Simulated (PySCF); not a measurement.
# Dipole response of Ti⁺ (titanium, charge +1)

[Ar] 3d2 4s1, high-spin 4F determinant. Calculation: PySCF 2.14, in aug-cc-pVTZ-DK; scalar relativity by spin-free X2C-1e. Coupled (time-dependent) response in atomic units; α is the mean over directions.

```json
{"method": "LC-wPBE", "mean α (bohr³)": "58.46", "C₆ (like pair)": "393.4", "S(−4)": "3039"}
```

S(−4) is the Cauchy moment in α(ω) = α(0) + S(−4) ω² + …

α(iu) at LC-wPBE:

```csv
u (hartree),α(iu) (bohr³)
0,58.46
0.0500,51.82
0.100,39.12
0.200,21.12
0.300,13.03
0.500,6.941
0.750,4.325
1.00,3.120
1.50,1.931
2.00,1.329
3.00,0.7386
5.00,0.3218
```

A single London oscillator, α(iu) = α/(1 + u²/ω²), gives C₆ = (3/4) ω α². Matching the computed C₆ needs ω = 4 × 393.4 / (3 × 58.46²) = 0.153 hartree.

For an ion, C₆ is the dispersion term alone; charge-induced terms of lower order in 1/R come first.
